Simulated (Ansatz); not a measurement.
Program: Ansatz. Geometries: PBE0-D4/def2-TZVP. ΔE: electronic, gas phase. CCSD(T)/CBS adds triple-zeta CCSD(T) − MP2 to the extrapolated MP2 energy (def2 sets, frozen cores). This one scheme is used for every species. Functionals use def2-TZVPP. One conformer a species, not always the lowest.

Reaction (cleavage of the Si–B bond): `C[SiH2]BS` + `SS` → `C[SiH2]SS` + `BS`

CCSD(T)/CBS gives -0.80 eV.

Problem. Another level gave -0.72 eV. Which?
A. PBE0/def2-TZVPP
B. revPBE/def2-TZVPP
C. r2SCAN/def2-TZVPP
D. MP2/def2-TZVPP

Solution. A. PBE0 -0.72, r2SCAN -0.77, MP2/def2-TZVPP -0.87, revPBE -0.67 eV.

Largest T1 diagnostic among the species: 0.015.

From PBE to PBE0 (25 % exact exchange), in def2-TZVPP and without D4, ΔE moves by −0.04 eV. Leaving LDA and LC-ωPBE aside and taking each functional with its dispersion term where it has one, the values, not all of them listed here, spread over 0.12 eV, from BHLYP-D4 to PBE-D4.
